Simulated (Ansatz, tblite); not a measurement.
Cost and result up the ladder for Sn₂O₆ (8 atoms). The state is a singlet with charge 0. Geometry: B3LYP-D4/def2-SVP.

```tsv
atom	x (Å)	y (Å)	z (Å)
Sn1	1.5792	-1.0036	-0.1290
Sn2	-0.4477	0.3598	1.8441
O3	-0.5602	0.2834	-1.7070
O4	-0.7574	-1.0987	0.1087
O5	-1.4913	-0.4651	-0.9450
O6	1.2649	-0.7231	1.8392
O7	0.6697	1.1594	0.0149
O8	-0.2575	1.4879	-1.0259
```

Ansatz on 4 threads of Arm Neoverse V1 on a shared host; xTB runs through tblite on one thread. Times are rough, summed over both states, and most runs start from the orbitals of an earlier one. ωB97X-V/def2-TZVP serves as the yardstick here, not as an exact answer. Differences are given only for rows in sets of like size (and for xTB, whose basis is part of the method), since another set adds its own error. The other state is a doublet.

In the def2 sets Sn takes a core potential; there is no spin–orbit coupling. The xTB rows come from tblite. Correlated methods freeze 14 core orbitals; core or outer-core shells of Sn are correlated, in sets that lack core-valence functions. The rows differ in basis, and correlated rows in double-zeta sets carry the largest basis error. In CCSD on the charge 1 doublet the largest single amplitude is 0.41, so its Hartree–Fock determinant may place the open shell otherwise than the density functionals do. The structure holds 4 bonds between oxygen atoms, so isomers without such links may lie far lower. The structure comes from a short search, and lower isomers may exist.

Run but left out: HF/def2-SVP, MP2/def2-SVP (charge +1 doublet: a determinant that CCSD turns far, T1 0.046).

Correlated methods converge slowly with the basis, most of all in double-zeta sets.

Raw xTB energies of ions are shifted by several eV.

```tsv
level	functions	wall time	vertical IE (eV)	difference from ωB97X-V/def2-TZVP (eV)	remarks
GFN1-xTB	42	0.015 s	15.00	5.74	–
GFN2-xTB	42	0.022 s	14.97	5.71	–
PBE-D4/def2-TZVP (with forces)	286	16 s	8.52	-0.74	–
PBE0-D4/def2-TZVP	286	34 s	8.95	-0.31	–
ωB97X-V/def2-TZVP	286	2.1 min	9.26	0.00	–
CCSD(T)/def2-SVP	136	6.7 min	8.89	–	large T1 (0.021) (singlet), large T1 (0.046) (+1 doublet), spin-contaminated (⟨S²⟩ 0.84) (+1 doublet)
```
